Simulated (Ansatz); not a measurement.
`COc1ccc(-c2ccc(-c3ccc(-c4ccc(-c5ccc(-c6ccc(C(F)=C(F)F)cc6)s5)s4)s3)s2)cc1` with charge +1. Charge 1, multiplicity 2. Geometry PBE-D4/def2-SVP, that of the neutral singlet; atoms count from 1.

```xyz
58

C    -9.5806    8.3798   -4.0181
O    -9.7685    6.9937   -4.2320
C    -8.7958    6.1378   -3.8210
C    -9.0300    4.7655   -4.0644
C    -8.0939    3.8099   -3.6813
C    -6.8840    4.1758   -3.0341
C    -5.9144    3.1617   -2.6281
C    -6.0351    1.7721   -2.6393
C    -4.8881    1.0933   -2.1643
C    -3.8556    1.9489   -1.7763
C    -2.5580    1.6295   -1.2402
C    -1.5351    2.4875   -0.8274
C    -0.3916    1.8130   -0.3441
C    -0.5086    0.4210   -0.3746
C     0.4361   -0.5829    0.0373
C     0.3353   -1.9753   -0.0364
C     1.4668   -2.6514    0.4715
C     2.4634   -1.7954    0.9469
C     3.7388   -2.1173    1.5319
C     4.7565   -1.2607    1.9602
C     5.8761   -1.9396    2.4931
C     5.7497   -3.3295    2.4870
C     6.6900   -4.3422    2.9510
C     7.8721   -3.9774    3.6454
C     8.7812   -4.9319    4.0953
C     8.5517   -6.3142    3.8748
C     9.4561   -7.3702    4.3191
F     9.0771   -8.6382    4.0281
C    10.6331   -7.2635    4.9883
F    11.3685   -8.3034    5.3400
F    11.1808   -6.1153    5.3669
C     7.3730   -6.6865    3.1838
C     6.4701   -5.7243    2.7342
S     4.1980   -3.7844    1.8078
S     1.9681   -0.1233    0.7571
S    -2.0739   -0.0415   -1.0187
S    -4.3343    3.6172   -2.0204
C    -6.6686    5.5527   -2.8003
C    -7.5991    6.5259   -3.1842
H   -10.4773    8.8841   -4.4238
H    -9.4878    8.6244   -2.9359
H    -8.6797    8.7634   -4.5481
H    -9.9649    4.4782   -4.5670
H    -8.2997    2.7515   -3.8966
H    -6.9453    1.2561   -2.9721
H    -4.8077   -0.0007   -2.0947
H    -1.6272    3.5813   -0.8781
H     0.5114    2.3214    0.0220
H    -0.5449   -2.4816   -0.4562
H     1.5698   -3.7453    0.4924
H     4.6830   -0.1673    1.8783
H     6.7712   -1.4246    2.8657
H     8.0798   -2.9171    3.8485
H     9.6792   -4.5987    4.6303
H     7.1736   -7.7504    2.9984
H     5.5701   -6.0534    2.1915
H    -5.7474    5.8791   -2.2923
H    -7.3835    7.5825   -2.9771
```

Single mean-field runs in def2-SVP are fitted with def2-universal-jkfit.

Q: Estimate the Mulliken populations of the heavy atoms from the PBE0/def2-SVP orbitals of Ansatz.

A: 
```tsv
atom	charge (e)	spin (α − β)
C1	0.08	0.00
O2	-0.32	0.02
C3	0.23	0.06
C4	-0.02	-0.02
C5	-0.03	0.04
C6	0.06	-0.01
C7	-0.07	0.12
C8	-0.01	0.00
C9	0.01	0.07
C10	-0.07	0.03
C11	-0.06	0.09
C12	0.00	0.04
C13	0.00	0.05
C14	-0.07	0.08
C15	-0.07	0.05
C16	0.00	0.07
C17	-0.01	0.02
C18	-0.06	0.11
C19	-0.08	0.00
C20	0.00	0.08
C21	0.00	-0.02
C22	-0.08	0.12
C23	0.06	-0.03
C24	-0.03	0.05
C25	-0.01	-0.04
C26	-0.03	0.07
C27	0.18	-0.03
F28	-0.20	0.00
C29	0.38	0.05
F30	-0.13	0.00
F31	-0.15	0.00
C32	-0.02	-0.03
C33	-0.03	0.05
S34	0.15	-0.02
S35	0.17	-0.03
S36	0.17	-0.04
S37	0.15	-0.03
C38	-0.04	0.05
C39	-0.09	-0.02
```
Mulliken values depend strongly on the basis.

Q: Where does the spin sit?

A: Summed by element: C 1.10, O 0.02, F 0.01, S -0.11, H -0.02, of 1 unpaired in all. Largest on single atoms: C7 0.12, C22 0.12, C18 0.11.

Q: And the Mayer bond orders between heavy atoms (over 0.3, the first 40 of 44)?

A: C1–O2 0.93 (1.42 Å); O2–C3 1.16 (1.36 Å); C3–C4 1.31 (1.41 Å); C3–C39 1.27 (1.41 Å); C4–C5 1.47 (1.39 Å); C5–C6 1.29 (1.42 Å); C6–C7 1.14 (1.46 Å); C6–C38 1.31 (1.41 Å); C7–C8 1.42 (1.39 Å); C7–S37 1.14 (1.75 Å); C8–C9 1.37 (1.41 Å); C9–C10 1.38 (1.40 Å); C10–C11 1.26 (1.44 Å); C10–S37 1.11 (1.75 Å); C11–C12 1.37 (1.40 Å); C11–S36 1.12 (1.75 Å); C12–C13 1.39 (1.41 Å); C13–C14 1.37 (1.40 Å); C14–C15 1.27 (1.44 Å); C14–S36 1.11 (1.75 Å); C15–C16 1.37 (1.40 Å); C15–S35 1.11 (1.75 Å); C16–C17 1.39 (1.41 Å); C17–C18 1.38 (1.40 Å); C18–C19 1.25 (1.44 Å); C18–S35 1.13 (1.75 Å); C19–C20 1.39 (1.40 Å); C19–S34 1.11 (1.75 Å); C20–C21 1.36 (1.41 Å); C21–C22 1.43 (1.40 Å); C22–C23 1.13 (1.46 Å); C22–S34 1.14 (1.75 Å); C23–C24 1.31 (1.42 Å); C23–C33 1.31 (1.42 Å); C24–C25 1.47 (1.39 Å); C25–C26 1.31 (1.42 Å); C26–C27 1.06 (1.46 Å); C26–C32 1.33 (1.42 Å); C27–F28 1.05 (1.36 Å); C27–C29 1.59 (1.36 Å).
